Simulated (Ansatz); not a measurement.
Calculated with Ansatz (gas phase, PBE0-D4/def2-TZVP geometries, no zero-point term in ΔE). CCSD(T)/CBS is the MP2 limit (def2-TZVPP, def2-QZVPP) plus CCSD(T) − MP2 in def2-TZVPP, frozen cores. This one scheme is used for every species. DFT in def2-TZVPP. B3LYP here is the variant with VWN-RPA as its local correlation; programs differ in this. HSE06 is defined as in plane-wave codes. One conformer a species, not always the lowest.

Consider the substitution at a C–Si bond: `C=C(N)[SiH3]` + CH₃OH → `C=C(N)OC` + SiH₄.

```tsv
level	ΔE (kJ/mol)	difference from CCSD(T)/CBS
LDA (SPW92)	1.6	-22.3
revPBE-D4	19.3	-4.6
BLYP-D4	18.5	-5.4
r2SCAN-D4	12.4	-11.5
B97M-V	9.3	-14.6
PBE0-D4	16.8	-7.1
B3LYP-D4	17.1	-6.8
r2SCANh-D4	12.7	-11.2
r2SCAN0-D4	13.0	-10.9
HSE06-D4	17.2	-6.7
BHLYP-D4	15.0	-8.9
CAM-B3LYP-D4	11.1	-12.8
ωB97X-V	12.0	-11.9
B2PLYP	17.3	-6.6
PBE-QIDH	16.6	-7.3
PBE	17.6	-6.3
revPBE	22.7	-1.2
BLYP	18.0	-5.9
r2SCAN	12.5	-11.4
PBE0	16.4	-7.5
B3LYP	16.1	-7.8
r2SCANh	12.7	-11.2
r2SCAN0	12.9	-11.0
HSE06	16.6	-7.3
BHLYP	12.8	-11.1
CAM-B3LYP	10.4	-13.5
LC-ωPBE	14.1	-9.8
RPA@PBE/def2-TZVPP	16.2	-7.7
HF/def2-SVP	-3.5	-27.4
MP2/def2-SVP	2.2	-21.7
CCSD/def2-SVP	0.9	-23.0
CCSD(T)/def2-SVP	0.4	-23.5
HF/def2-TZVPP	8.9	-15.0
MP2/def2-TZVPP	20.9	-3.0
CCSD/def2-TZVPP	18.1	-5.8
HF/def2-QZVPP	9.6	-14.3
MP2/def2-QZVPP	24.3	0.4
SCS-MP2/def2-QZVPP	23.2	-0.7
MP2/CBS(def2)	26.4	2.5
CCSD/CBS(def2)	23.7	-0.2
CCSD(T)/CBS	23.9	0
```

Largest T1 diagnostic among the species: 0.012.

Leaving LDA and LC-ωPBE aside and taking each functional with its dispersion term where it has one, the values spread over 10.0 kJ/mol, from B97M-V to revPBE-D4. LDA lies −16.0 kJ/mol from PBE without D4. In def2-TZVPP, CCSD(T) changes the Hartree–Fock value by +9.4 kJ/mol (the triples alone add +0.2 kJ/mol) and MP2 by +11.9 kJ/mol.
